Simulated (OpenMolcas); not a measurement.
An atom or ion with 24 electrons was computed by SS-CASPT2, IPEA 0.25 Eh, imaginary shift 0.1 Eh with spin-orbit coupling (OpenMolcas, ANO-RCC-VTZP, DKH2). The lowest levels that the run gave, each within 12 % of the measured value where one is at hand:

```
J  Parity  E (cm⁻¹)      g
3    even       0.0  2.002
2    even      9230  2.002
4    even     29730  1.150
5    even     29730  1.267
3    even     29730  0.916
2    even     29730  0.332
6    even     29730  1.334
2    even     32450  1.826
3    even     32450  1.663
1    even     32490  2.490
4    even     34950  1.501
0    even     34960
```

Problem. Which ion is it, and what are the configurations and terms?

Solution. Mn+ (Z = 25, charge +1; active space 6 electrons in 6 orbitals (3d 4s)). J, parity and g give the terms where levels are pure, and mixed ones are named by the computed weights; the size of the splittings, set against known spectra of the 24-electron sequence, gives the charge. In order, with the measured energies in cm⁻¹ (NIST Handbook of Basic Atomic Spectroscopic Data): 3d⁵ 4s ⁷S₃, 3d⁵ 4s ⁵S₂ (9473), 3d⁵ 4s ⁵G₄ (27584), 3d⁵ 4s ⁵G₅ (27571), 3d⁵ 4s ⁵G₃ (27588), 3d⁵ 4s ⁵G₂ (27589), 3d⁵ 4s ⁵G₆ (27547), 3d⁵ 4s ⁵P₂, 3d⁵ 4s ⁵P₃, 3d⁵ 4s ⁵P₁, 3d⁵ 4s ⁵D₄, 3d⁵ 4s ⁵D₀.

CASPT2 breaks the degeneracy within a term, and the mean is taken; among the terms shown or strongly mixed into the levels shown the widest spread is 130 cm-1 (3d⁵ 4s ⁵G). Terms from blocks run as CI alone lack orbitals of their own. No level of 3d⁶ was computed, though it lies in the active space. Computed and measured levels are paired by configuration, term and J; levels that our copy of the source lacks, or whose pairing is in doubt (as where it misses far off the trend of its configuration), stay unpaired and out of the deviations. Only configurations of the active space appear.
